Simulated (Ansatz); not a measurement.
Process, species as SMILES: Br (HBr) → Br atom + H atom
B3LYP-D3(BJ)/def2-TZVP geometries, fixed; electronic energies without zero-point terms.

Basis-set convergence of the bond dissociation energy at wB97M-V with Ansatz (a first-principles code). All functions are spherical. The program fits the integrals of some runs and decomposes those of others, by size. Open shells are unrestricted. The functional holds VV10 correlation; no added dispersion term, no relativity. Functions are those of the species that has most. Reference: the value in aug-cc-pV5Z, 92.03 kcal/mol, itself unsure by roughly 0.04 kcal/mol (its mean distance from pcseg-4, aug-pcseg-3, aug-cc-pVQZ). Deviations are taken from unrounded values.

```csv
basis,functions,bond dissociation energy (kcal/mol)
cc-pVDZ,32,91.64
aug-cc-pVDZ,45,91.84
pcseg-1,32,90.35
aug-pcseg-1,45,91.06
def2-SVP,37,92.34
def2-SVPD,49,93.28
def2-TZVP,54,91.58
def2-TZVPD,66,91.91
cc-pVTZ,57,91.87
aug-cc-pVTZ,82,91.95
pcseg-2,57,91.68
aug-pcseg-2,82,91.88
def2-TZVPP,62,92.17
def2-TZVPPD,74,92.37
cc-pVQZ,98,92.03
aug-cc-pVQZ,139,92.03
pcseg-3,101,91.98
aug-pcseg-3,142,91.98
def2-QZVPP,119,92.06
def2-QZVPPD,131,92.13
cc-pV5Z,159,92.00
aug-cc-pV5Z,220,92.03
```

What the diffuse functions change, pair by pair:
- cc-pVDZ to aug-cc-pVDZ: 13 more functions, deviation -0.39 to -0.19 kcal/mol
- pcseg-1 to aug-pcseg-1: 13 more functions, deviation -1.68 to -0.97 kcal/mol
- def2-SVP to def2-SVPD: 12 more functions, deviation 0.31 to 1.25 kcal/mol
- def2-TZVP to def2-TZVPD: 12 more functions, deviation -0.45 to -0.12 kcal/mol
- cc-pVTZ to aug-cc-pVTZ: 25 more functions, deviation -0.16 to -0.08 kcal/mol
- pcseg-2 to aug-pcseg-2: 25 more functions, deviation -0.35 to -0.15 kcal/mol
- def2-TZVPP to def2-TZVPPD: 12 more functions, deviation 0.14 to 0.34 kcal/mol
- cc-pVQZ to aug-cc-pVQZ: 41 more functions, deviation 0.01 to 0.00 kcal/mol
- pcseg-3 to aug-pcseg-3: 41 more functions, deviation -0.05 to -0.05 kcal/mol
- def2-QZVPP to def2-QZVPPD: 12 more functions, deviation 0.03 to 0.10 kcal/mol
- cc-pV5Z to aug-cc-pV5Z: 61 more functions, deviation -0.03 to 0.00 kcal/mol

Leaving out the reference's own pair, they bring the value nearer the reference by more than 0.04 kcal/mol in 5 of 10 pairs.
